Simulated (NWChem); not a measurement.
System: MoHS2OCl; SMILES [O]=[Mo](=[S])([SH])[Cl]

```xyz
6

Mo     0.0462    -0.0157     0.2310
O      0.1085     0.0804     1.8843
S      1.9901     0.1791    -0.5531
Cl    -0.8616    -1.9812    -0.4257
S     -1.2061     1.8113    -0.4371
H     -0.7073     1.8511    -1.6959
```
Atoms are numbered in this order, from 1.

Computed with NWChem. Geometry: optimised at PBE0/def2-SVP. No frequency run checked for a minimum. def2 effective core potentials on Mo; no spin-orbit coupling. Level PBE/def2-SVP: energy and gradient on several grids; changes count from the extra-fine grid, which is no exact limit either.

| grid | size of the energy change (μHa) | largest change of a gradient component (μHa/bohr) |
|---|---|---|
| xcoarse | 50 | 7000 |
| coarse | 40 | 400 |
| medium | < 10 | 60 |
| fine | < 10 | < 30 |
| xfine | < 10 | < 30 |
